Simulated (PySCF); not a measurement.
C4H12OSSi, SMILES C[Si](SC)(C)OC at its GFN2-xTB optimised geometry (Å):

```
19

C     -0.4390    -0.9320     2.5972
O     -0.5451    -1.1667     1.2216
Si     0.0999    -0.2956     0.0000
C      1.9981    -0.2956     0.0000
C     -0.5816     1.4880     0.0000
S     -0.5589    -1.3896    -1.7326
C     -2.3152    -1.6484    -1.3272
H     -1.0103    -1.7047     3.1116
H     -0.8426     0.0495     2.8547
H      0.6038    -0.9795     2.9169
H      2.3907     0.2900     0.8262
H      2.3911     0.1243    -0.9193
H      2.3882    -1.3055     0.0903
H     -1.6662     1.4956     0.0810
H     -0.3184     2.0147    -0.9118
H     -0.1874     2.0621     0.8344
H     -2.7052    -2.3484    -2.0577
H     -2.3911    -2.0621    -0.3282
H     -2.8464    -0.7045    -1.3953
```

Level of theory: CAM-B3LYP/def2-SVP (PySCF). Cells within 0.4 Å of a nucleus heavier than hydrogen are left out (blank, or x).

Map of the log10 of the electron density (e/bohr³), floored at −4 on the plane z = 1.0 Å:

```
|0000000000000000000000000000000|
|0000000000000000000000000000000|
|0000000000000000000000000000000|
|0000000000011121110000000000000|
|0000000000122333221000000000000|
|0000000011234444432100000000000|
|0000000122345566543200000000000|
|0000001233456677653210000000000|
|0000002334556788654211000000000|
|0000012345566787654322221100000|
|0000012345566777654323333211000|
|0000012345556666544334444432000|
|0000002334555666544445665542100|
|0000001233445565554556777543200|
|0000000123445666555567887653200|
|0000000123456666665667787653210|
|0000000124567777666667776543200|
|0000000234678988766566666543100|
|0000001235689x98765555665432100|
|0000011245689xx9765445555432100|
|0000112235689998754444554432100|
|0000122334578887654334444321000|
|0000122234556766543223333211000|
|0000112223345554432112222110000|
|0000011222233333221000110000000|
|0000001111111221100000000000000|
|0000000000000000000000000000000|
|0000000000000000000000000000000|
|0000000000000000000000000000000|
|0000000000000000000000000000000|
|0000000000000000000000000000000|
```
Scale: ten equal steps from -4.00 (start of '0') to -0.159 (end of '9'), in the order '0123456789'; x runs from -4.50 to 4.50, y from -4.50 (bottom) to 4.50 (top).
